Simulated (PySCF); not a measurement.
SMILES COc1[c]cccc1 (C₇H₇O), doublet, GFN2-xTB optimised geometry.

```
15

C     -1.26     2.51     0.00
O     -1.89     1.24     0.00
C     -1.10     0.13     0.00
C     -1.71    -1.11     0.00
C     -1.06    -2.29     0.00
C      0.34    -2.28     0.00
C      0.99    -1.06     0.00
C      0.30     0.13     0.00
H     -2.08     3.23     0.00
H     -0.65     2.65    -0.89
H     -0.65     2.65     0.90
H     -1.59    -3.23     0.00
H      0.89    -3.21     0.00
H      2.08    -1.03     0.00
H      0.84     1.07     0.00
```

Density from unrestricted B3LYP/def2-TZVP (PySCF 2.14.0) at that geometry.

Minimum of the electron density along straight lines between bonded atoms, close to the bond critical point (lines longer than 1.1 times the sum of covalent radii, or with two minima, are not listed):

```tsv
bond	length / Å	ρ at the minimum / e bohr⁻³	∇²ρ there / e bohr⁻⁵	position (fraction from the first atom)
C1–O2	1.405	[?]	[?]	0.35
O2–C3	1.358	0.296	-0.64	0.65
C3–C4	1.377	0.327	-0.98	0.51
C4–C5	1.355	0.338	-1.03	0.51
C5–C6	1.398	0.312	-0.90	0.51
C6–C7	1.380	0.327	-0.99	0.50
C3–C8	1.399	0.313	-0.90	0.52
C7–C8	1.386	0.322	-0.96	0.50
C1–H9	1.089	0.289	-1.04	0.65
C1–H10	1.095	0.283	-1.00	0.65
C1–H11	1.095	0.283	-1.00	0.65
C5–H12	1.079	0.288	-1.04	0.65
C6–H13	1.079	0.289	-1.03	0.64
C7–H14	1.081	0.289	-1.03	0.64
C8–H15	1.080	0.288	-1.02	0.64
```

### Question
Fill in the missing entries.

### Answer

- C1–O2, ρ at the minimum / e bohr⁻³: 0.262
- C1–O2, ∇²ρ there / e bohr⁻⁵: -0.53
